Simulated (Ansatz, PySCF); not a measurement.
Dimer: CH4 (SMILES C) (first 5 atoms) with Si2H6 (SMILES [SiH3][SiH3]); geometry from B3LYP-D3(BJ)/def2-TZVP, rigid monomers moved along the line of their centres of mass till C1···Si7 is 4.47 Å.
(charge 0, multiplicity 1):
```json
[
 {"atom": "C", "x (Å)": "0.0554", "y (Å)": "-0.1260", "z (Å)": "0.0464"},
 {"atom": "H", "x (Å)": "-0.3725", "y (Å)": "-1.0483", "z (Å)": "0.4367"},
 {"atom": "H", "x (Å)": "-0.5348", "y (Å)": "0.7218", "z (Å)": "0.3915"},
 {"atom": "H", "x (Å)": "1.0800", "y (Å)": "-0.0225", "z (Å)": "0.3998"},
 {"atom": "H", "x (Å)": "0.0467", "y (Å)": "-0.1546", "z (Å)": "-1.0423"},
 {"atom": "Si", "x (Å)": "1.0456", "y (Å)": "0.4840", "z (Å)": "4.7499"},
 {"atom": "Si", "x (Å)": "-1.1399", "y (Å)": "-0.2656", "z (Å)": "4.3535"},
 {"atom": "H", "x (Å)": "1.7739", "y (Å)": "-0.4943", "z (Å)": "5.5944"},
 {"atom": "H", "x (Å)": "1.0161", "y (Å)": "1.7878", "z (Å)": "5.4570"},
 {"atom": "H", "x (Å)": "1.7853", "y (Å)": "0.6532", "z (Å)": "3.4769"},
 {"atom": "H", "x (Å)": "-1.1231", "y (Å)": "-1.5771", "z (Å)": "3.6624"},
 {"atom": "H", "x (Å)": "-1.8803", "y (Å)": "0.7064", "z (Å)": "3.5141"},
 {"atom": "H", "x (Å)": "-1.8587", "y (Å)": "-0.4207", "z (Å)": "5.6422"}
]
```

Interaction energies are E(AB) − E(A) − E(B) at the monomers' geometry in the complex; basis-set methods are counterpoise corrected.

Correlated levels freeze the cores.

The values were computed with Ansatz (an electronic-structure program); PySCF for the dispersion terms. 

PBE/def2-TZVPPD gives -1.3 kJ/mol for the interaction energy.

### Question
Where do these levels fall relative to PBE: PBE-D3(BJ)/def2-TZVPPD, r2SCAN/def2-TZVPPD, B3LYP/def2-TZVPPD, wB97M-V/def2-TZVPPD, MP2/aug-cc-pV(D+d)Z, CCSD(T)/aug-cc-pV(D+d)Z.

### Answer
PBE-D3(BJ)/def2-TZVPPD -2.8; r2SCAN/def2-TZVPPD 0.1; B3LYP/def2-TZVPPD 2.2; wB97M-V/def2-TZVPPD -1.5; MP2/aug-cc-pV(D+d)Z -1.3; CCSD(T)/aug-cc-pV(D+d)Z -1.5 kJ/mol. 2 of 6 lie above PBE; the widest gap is to PBE-D3(BJ)/def2-TZVPPD.
